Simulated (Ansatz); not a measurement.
Ansatz (an electronic-structure program) input:
A basis named .json is the Basis Set Exchange file of that set.

Ansatz 0.2 input:
```yaml
crystal:
  periodic: [false, false, false]
  atoms:
    - {symbol: In, position_ang: [-0.00000000, -0.00000000, -0.61884241]}
    - {symbol: Cl, position_ang: [0.00000000, 0.00000000, 1.78372224]}
basis:
  gaussian:
    orbitals: def2-TZVPPD.json
total_charge: -1
magnetization: {spin_polarized: true, initial_magnetization: 1}
correlation: {method: ccsd_t, electrons: outside_noble_gas}
```

### Question
Which total energy does the run end on?

### Answer
-649.08882 Eh (CCSD(T)/def2-TZVPPD). The basis has 107 functions.

This state (charge -1, doublet) is run at the relaxed geometry of the species with charge 0 and multiplicity 3.
